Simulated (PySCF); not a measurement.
B(OH)₂ + 2 HBr → BBr₂ + 2 H₂O

Level: PBE0 in the def2-TZVP basis family, all electrons, no relativity, computed in PySCF with density fitting; open shells unrestricted.

```csv
species,state and structure,E (Eh),ZPE (kJ/mol),H(298 K) − H(0) (kJ/mol),S° (J/(mol K))
B(OH)₂,"doublet, Cs, B–O 1.341 Å, B–O 1.355 Å, O–H 0.959 Å, O–H 0.967 Å; B–O–H 113.4°, B–O–H 113.8°, O–B–O 123.3°",-176.40971,82.3,12.0,259.7
HBr,"singlet, C∞v, H–Br 1.421 Å",-2574.45811,16.0,8.7,198.5
BBr₂,"doublet, C2v, B–Br 1.878 Å (×2); Br–B–Br 126.3°",-5172.53118,9.6,12.1,293.2
H₂O,"singlet, C2v, O–H 0.960 Å (×2); H–O–H 105.1°",-76.37736,56.5,9.9,188.7
```

What is the electronic reaction energy?

At PBE0/def2-TZVP, ΔE = 105.1 kJ/mol from the differences of the total energies times 2625.5, uphill. 

Add zero-point, thermal and entropy terms for 298.15 K and 1 bar.

ΔZPE = 8.3 and Δ[H(298) − H(0)] = 2.5 kJ/mol give ΔH° = 115.9 kJ/mol. ΔS° = 13.9 J/(mol K), so ΔG° = 115.9 − 298.15 × (0.0139) = 112 kJ/mol and log₁₀K = -19.6.

The structures come from searches over a few start shapes, so lower isomers are not excluded.
